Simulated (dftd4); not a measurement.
H2MoO4, charge -1, doublet, geometry from GFN2-xTB (such geometries of metal compounds can be far from the true shape) (the multiplicity is a formal guess); D4 for b3lyp run with dftd4.

dftd4 was given this input:
```
$ dftd4 mol.xyz --func b3lyp --charge -1 --json dftd4.json --noedisp

# file mol.xyz
7

Mo     0.15149038     0.00251158     0.01859891
O      1.26724167    -0.16632926    -1.20631608
O      0.93177013     0.20278703     1.47629510
O     -1.24429305    -0.98285415    -0.93786295
H     -0.91723910    -1.36587719    -1.75472871
O     -1.46557986     0.93792672     0.60516404
H     -1.35846784     1.32814787     1.47533361
```

Task: What does dftd4 print? Leave out banner, timings and long lists.

Result: 
```
                    ____  _____ _____     ____  _  _
      -------------|  _ \|  ___|_   _|---|  _ \| || |------------
     |             | | | | |_    | | ___ | | | | || |_           |
     |             | |_| |  _|   | ||___|| |_| |__   _|          |
     |             |____/|_|     |_|     |____/   |_|            |
     |             ===================================           |
     |            E. Caldeweyher, S. Ehlert & S. Grimme          |
     |          Mulliken Center for Theoretical Chemistry        |
     |                    University of Bonn                     |
      -----------------------------------------------------------

Rational (Becke-Johnson) damping: b3lyp-D4-ATM
---------------------
  s6         1.0000
  s8         2.0293
  s9         1.0000
  a1         0.4087
  a2         4.5381
 alp        16.0000
--------------------

Dispersion energy:      -1.1157128999542E-02 Eh

[Info] JSON dump of results written to 'dftd4.json'
```
